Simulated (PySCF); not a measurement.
Geometry (Å), atoms numbered from 1 in this order:
```xyz
14

Si    0.6376    1.1308    0.4427
H     0.5996    1.1501    1.9308
H     2.0398    1.1104   -0.0556
C    -0.3244    2.5505   -0.2859
H     0.1121    3.5112    0.0290
H    -1.3733    2.5260    0.0460
H    -0.3090    2.5111   -1.3856
O    -0.1894   -0.2686   -0.1257
C     0.2838   -1.4689    0.2311
C    -0.5299   -2.6001   -0.3206
O     1.2619   -1.5895    0.9251
H    -0.0892   -3.5580   -0.0237
H    -0.5770   -2.5232   -1.4166
H    -1.5621   -2.5257    0.0523
```

Geometry: PBE0-D3(BJ)/def2-SVP; GIAO shifts from PySCF, gas phase, non-relativistic, averaged over equivalent atoms.

At wB97X-D/pcSseg-1 (149 basis functions, 19 s wall time on 1 thread of an Arm Neoverse V1, shared host):
| atoms | δ (ppm) |
| --- | --- |
| Si1 | -9.1 |
| H2/H3 | 4.91 |
| H12/H13/H14 | 2.03 |
| H5/H6/H7 | 0.33 |
| C9 | 177.7 |
| C10 | 23.5 |
| C4 | -4.6 |
| O11 | 466.4 |
| O8 | 206.8 |

Shifts are taken against calculated references (same method and geometry level): 29Si (σ = 352.93 ppm), 1H (σ = 31.38 ppm), 13C (σ = 184.54 ppm) against TMS; H2O for 17O (σ = 333.19 ppm).

Predict the values at PBE0/pcSseg-1 on the same geometry.

## Answers


```tsv
atoms	δ at PBE0/pcSseg-1	change
Si1	-9.6	-0.5
H2/H3	4.99	+0.08
H12/H13/H14	2.02	-0.01
H5/H6/H7	0.34	+0.01
C9	176.4	-1.3
C10	22.6	-0.9
C4	-4.8	-0.2
O11	472.6	+6.2
O8	212.4	+5.6
```

References, each an isolated molecule treated in the same way: 29Si (351.99 ppm) and 1H (31.27 ppm) and 13C (184.41 ppm) vs TMS; 17O (334.56 ppm) against H2O.

The largest change is at O11 (oxygen bonded to C). Cost: 149 basis functions, 22 s wall time on 1 thread of an Arm Neoverse V1, shared host. The order of the carbon signals is the same at both levels.

Unscaled 17O shifts of doubly bonded oxygen tend to come out too high, by tens of ppm or more. Experimental scales use liquid or dissolved standards, which lie at an offset from isolated H2O (liquid H2O: subtract about 36 ppm).
